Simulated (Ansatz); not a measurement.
C$_{2}$H$_{9}$NSi (`CNC[SiH3]`). Total charge 0; spin multiplicity 1. The geometry is a stationary point of PBE0-D4/def2-TZVP. It is one conformer, not always the lowest.

```xyz
13

C     1.936   -0.401    0.462
N     0.797    0.312   -0.073
C    -0.452   -0.410    0.067
Si   -1.882    0.573   -0.662
H     2.832    0.219    0.384
H     1.814   -0.706    1.515
H     2.108   -1.306   -0.126
H     0.724    1.221    0.365
H    -0.684   -0.698    1.109
H    -0.379   -1.350   -0.493
H    -3.172   -0.099   -0.351
H    -1.742    0.707   -2.135
H    -1.900    1.937   -0.060
```

Question: What is the dipole moment at B3LYP/def2-TZVPP? (An estimate is asked.)

Answer: Computed: 1.22 D, with components (0.52, -0.31, 1.06) D in this frame, pointing from negative to positive charge.

Question: And with PBE, r2SCAN, ωB97M-V? (An estimate is asked.)

Answer: Computed: PBE 1.21 D, r2SCAN 1.23 D, ωB97M-V 1.24 D.

Question: Give the Mulliken charges with B3LYP, r2SCAN, ωB97M-V in def2-TZVPP. (An estimate is asked.)

Answer: The calculation gave: 
```json
{"atom": "C1", "B3LYP": "-0.18", "r2SCAN": "-0.04", "ωB97M-V": "-0.24"}
{"atom": "N2", "B3LYP": "-0.26", "r2SCAN": "-0.28", "ωB97M-V": "-0.24"}
{"atom": "C3", "B3LYP": "-0.14", "r2SCAN": "-0.09", "ωB97M-V": "-0.23"}
{"atom": "Si4", "B3LYP": "0.28", "r2SCAN": "0.29", "ωB97M-V": "0.18"}
{"atom": "H5", "B3LYP": "0.09", "r2SCAN": "0.05", "ωB97M-V": "0.11"}
{"atom": "H6", "B3LYP": "0.07", "r2SCAN": "0.03", "ωB97M-V": "0.09"}
{"atom": "H7", "B3LYP": "0.09", "r2SCAN": "0.05", "ωB97M-V": "0.11"}
{"atom": "H8", "B3LYP": "0.12", "r2SCAN": "0.12", "ωB97M-V": "0.10"}
{"atom": "H9", "B3LYP": "0.07", "r2SCAN": "0.04", "ωB97M-V": "0.10"}
{"atom": "H10", "B3LYP": "0.09", "r2SCAN": "0.06", "ωB97M-V": "0.11"}
{"atom": "H11", "B3LYP": "-0.08", "r2SCAN": "-0.08", "ωB97M-V": "-0.04"}
{"atom": "H12", "B3LYP": "-0.07", "r2SCAN": "-0.07", "ωB97M-V": "-0.03"}
{"atom": "H13", "B3LYP": "-0.08", "r2SCAN": "-0.08", "ωB97M-V": "-0.04"}
```

B3LYP here is the variant with VWN-RPA as its local correlation; programs differ in this.
